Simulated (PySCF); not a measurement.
SMILES c1cc(-c2ccncc2)ccn1 (C₁₀H₈N₂), singlet, GFN2-xTB optimised geometry.

```
20

C     -0.16    -2.53     0.00
C     -0.93    -1.38     0.00
C     -0.28    -0.14     0.00
C     -1.04     1.12     0.00
C     -0.63     2.20     0.77
C     -1.38     3.37     0.74
N     -2.47     3.51     0.01
C     -2.86     2.48    -0.73
C     -2.19     1.27    -0.77
C      1.12    -0.14     0.00
C      1.78    -1.36     0.00
N      1.16    -2.53     0.00
H     -0.63    -3.51     0.00
H     -2.00    -1.43     0.01
H      0.25     2.14     1.40
H     -1.10     4.23     1.33
H     -3.76     2.63    -1.31
H     -2.54     0.46    -1.40
H      1.67     0.78    -0.01
H      2.86    -1.40     0.00
```

Density from PySCF with CAM-B3LYP/def2-SVP at that geometry.

Minimum of the electron density along straight lines between bonded atoms, close to the bond critical point (lines longer than 1.1 times the sum of covalent radii, or with two minima, are not listed):

```
bond     length / Å  ρ at the minimum / e bohr⁻³  ∇²ρ there / e bohr⁻⁵  position (fraction from the first atom)
-------  ----------  ---------------------------  --------------------  ---------------------------------------
C1–C2         1.385                        0.317                 -0.83                                     0.50
C2–C3         1.394                        0.309                 -0.79                                     0.50
C3–C4         1.470                        0.274                 -0.69                                     0.50
C4–C5         1.394                        0.309                 -0.79                                     0.51
C5–C6         1.385                        0.317                 -0.83                                     0.50
C6–N7         1.322                        0.354                 -1.04                                     0.35
N7–C8         1.322                        0.354                 -1.04                                     0.65
C4–C9         1.394                        0.309                 -0.79                                     0.51
C8–C9         1.385                        0.317                 -0.83                                     0.50
C3–C10        1.394                        0.309                 -0.79                                     0.51
C10–C11       1.385                        0.317                 -0.83                                     0.50
C1–N12        1.322                        0.354                 -1.04                                     0.35
C11–N12       1.322                        0.354                 -1.04                                     0.35
C1–H13        1.082                        0.288                 -1.14                                     0.64
C2–H14        1.079                        0.284                 -1.10                                     0.64
C5–H15        1.079                        0.284                 -1.10                                     0.64
C6–H16        1.082                        0.288                 -1.14                                     0.64
C8–H17        1.082                        0.288                 -1.14                                     0.64
C9–H18        1.079                        0.284                 -1.10                                     0.64
C10–H19       1.079                        0.284                 -1.10                                     0.64
C11–H20       1.082                        0.288                 -1.14                                     0.64
```
